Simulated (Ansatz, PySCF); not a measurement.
Dimer: HF (SMILES F) (first 2 atoms) with PH3 (SMILES P); geometry from B3LYP-D3(BJ)/def2-TZVP.
(charge 0, multiplicity 1):
```xyz
6

F     -1.44370    -0.22895    -0.24385
H     -0.94647    -0.05063     0.53323
P      0.26436     0.38574     2.42694
H     -0.05296    -0.23232     3.65770
H      1.64993     0.11417     2.48951
H      0.35688     1.69532     2.95027
```

Monomers are frozen at their geometry in the pair; levels with a basis set take the counterpoise correction.

Rows in 6-31G* carry no dispersion term and start afresh at each structure (6-31G* with six Cartesian d functions). MP2/6-31G* freezes PySCF's default core.

The values were computed with Ansatz (a quantum-chemistry and plane-wave program) with Gaussian orbitals; PySCF for 6-31G* rows. Each number belongs to the level named beside it.

Question: One of these levels gives -183.5 meV for the interaction energy. Which?
(A) MP2/6-31G*
(B) HF/6-31G*
(C) PBE/def2-TZVPPD
(D) B3LYP/6-31G*

Answer: D, B3LYP/6-31G*. The others give -95.8 (HF/6-31G*), -274.8 (PBE/def2-TZVPPD), -121.6 (MP2/6-31G*)
